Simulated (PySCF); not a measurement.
Si(H)2(Me)(NCO) (C2H5NOSi), SMILES N([SiH2]C)=C=O. Heavy atoms are numbered as in [SiH2:1]([CH3:2])[N:3]=[C:4]=[O:5]. Hydrogens are named by the atom that carries them.

Geometry: PBE0-D3(BJ)/def2-SVP. One conformer was computed; it need not be the lowest.

All values below come from PBE/def2-TZVP (PySCF).

Atomic charges (e), one atom of each kind:

| atom | IAO | Mulliken | Löwdin |
|---|---|---|---|
| Si1 (SiH2) | 0.90 | 0.25 | 0.20 |
| C2 (CH3) | -0.74 | -0.45 | -0.46 |
| N3 | -0.55 | -0.15 | 0.08 |
| C4 | 0.49 | 0.17 | -0.38 |
| O5 | -0.35 | -0.19 | 0.20 |
| H on Si1 | -0.13 | -0.03 | -0.03 |
| H on C2 | 0.17 | 0.14 | 0.14 |

Computed Mayer and Wiberg (Löwdin basis) orders of the bonds:
```
bond    Mayer  Wiberg
------  -----  ------
Si1–C2   1.03    1.26
Si1–N3   1.10    1.30
N3–C4    2.03    2.50
C4–O5    2.12    2.84
```
